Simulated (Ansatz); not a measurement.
The first iterations of a band of CH$_{6}$GaN (9 atoms, charge 0, multiplicity 1).

All numbers below come from RHF/def2-SVP (Ansatz 0.2.0).

- movable images: 7
- climbing image: yes
- spring: 5.0 eV/Å²
- optimiser: quadratic models (default)
- start path: through a guess of the saddle point
- force threshold: 0.03 eV/Å
- iteration limit: 60
- end points: relaxed

First end point:

```xyz
9
Properties=species:S:1:pos:R:3
Ga 0.147 -0.233 0.490
H -0.274 -0.751 1.916
C 2.022 0.124 -0.055
H 2.629 -0.781 0.032
H 2.088 0.478 -1.086
H 2.478 0.877 0.593
N -1.201 0.039 -0.703
H -2.170 -0.119 -0.507
H -1.080 0.366 -1.642
```

Last end point:

```xyz
9
Properties=species:S:1:pos:R:3
Ga -2.703 -0.953 0.191
H 2.277 0.100 1.571
C 2.290 0.050 0.482
H 2.804 -0.859 0.169
H 1.268 0.041 0.105
H 2.820 0.918 0.087
N -1.587 0.026 -0.940
H -1.104 -0.339 -1.743
H -1.427 1.017 -0.885
```

| iteration | highest image above the first end (eV) | largest band force component (eV/Å) |
| --- | --- | --- |
| 1 | 24.815 | 82.273 |
| 2 | 6.604 | 25.041 |
| 3 | 4.071 | 14.678 |
| 4 | 4.780 | 6.382 |
| 5 | 5.167 | 2.930 |
| 6 | 4.422 | 2.755 |
| 7 | 3.048 | 1.825 |
| 8 | 2.668 | 2.763 |
| 9 | 2.650 | 2.076 |
| 10 | 2.497 | 0.994 |
| 11 | 2.543 | 2.548 |

Problem. Does the band converge within its limit, and where does its top end?

Solution. The run converged. It ended after 35 iterations with the highest image 3.903 eV above the first end. Neighbouring images differ by up to 3.9 eV, so the band resolves the path poorly. A vibrational analysis at the climbing image gives one clearly imaginary mode, 1693i cm⁻¹: a first-order saddle point. The orbitals stay closed-shell, which can raise the energy where a bond breaks towards radicals; this wasn't checked here.

Run time: 6.5 min on 1 thread of Arm Neoverse V1, with other jobs on the host, peak memory 0.17 GiB.
